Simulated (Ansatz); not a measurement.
Mulliken charges of GeH2OS, SMILES `[OH][Ge][SH]` from r2SCAN/def2-TZVPP in Ansatz (PBE0-D4/def2-TZVP geometry).

```csv
atom,x (Å),y (Å),z (Å),charge (e)
O1,-1.346,-1.001,0.400,-0.430
Ge2,-0.897,0.629,-0.164,0.457
S3,1.343,0.337,-0.206,-0.339
H4,-0.633,-1.625,0.561,0.198
H5,1.583,1.587,-0.632,0.114
```

Q: By hand: the dipole of these point charges (1 e Å = 4.8032 D).

A: Σ q r = (-0.231, 0.463, -0.138) e Å, of length 0.536 e Å = 2.57 D.

Q: How does the dipole of the full density compare? (An estimate is asked.)

A: Computed: (0.098, 0.134, -0.050) e Å, 0.83 D; the point charges give 3.10 times that, at 60° from its direction.

Point charges leave out the atoms' own dipoles, such as those of lone pairs, and Mulliken's split depends on the basis, so the two needn't agree.
